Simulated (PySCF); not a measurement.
**Low-lying terms of Ga⁺ (gallium, charge +1)**

Ground state [Ar] 3d10 4s2, ¹S. All numbers are calculated (PySCF 2.14, a scalar-relativistic core potential, in aug-cc-pVDZ-PP with two added diffuse shells each of s, p, d type with ECP10MDF (7s6p5d, 50 functions)). Vertical excitation energies in eV without spin-orbit coupling; excited terms of each kind are numbered among those the solver found. Frozen: 3s2 3p6.

| term | leading excitation | EOM-EE-CCSD | measured centre of gravity (NIST) |
| --- | --- | --- | --- |
| 1 3P° | 4s → p | 5.595 | 5.986 (4s4p) |
| 1 1P° | 4s → p | 8.741 | 8.766 (4s4p) |
| 1 3S | 4s → s | 12.262 | 12.763 (4s5s) |
| 1 1S | 4s → s | 12.739 | 13.224 (4s5s) |
| 1 3D | 4s → d | 13.641 | 14.116 (4s4d) |
| 2 3P° | 4s → p | 14.292 | n/a |
| 2 1P° | 4s → p | 14.611 | n/a |
| 1 1D | 4s → d | 15.341 | n/a |
| 2 3S | 4s → s | 16.014 | n/a |
| 2 1S | 4s → s | 16.137 | n/a |
| 2 3D | 4s → d | 16.429 | n/a |
| 2 1D | 4s → d | 16.898 | n/a |

Only the lower part of the computed list is shown. Doubly excited terms such as np² are absent. The solver can miss terms. Rydberg members are limited by the diffuse functions of the basis.
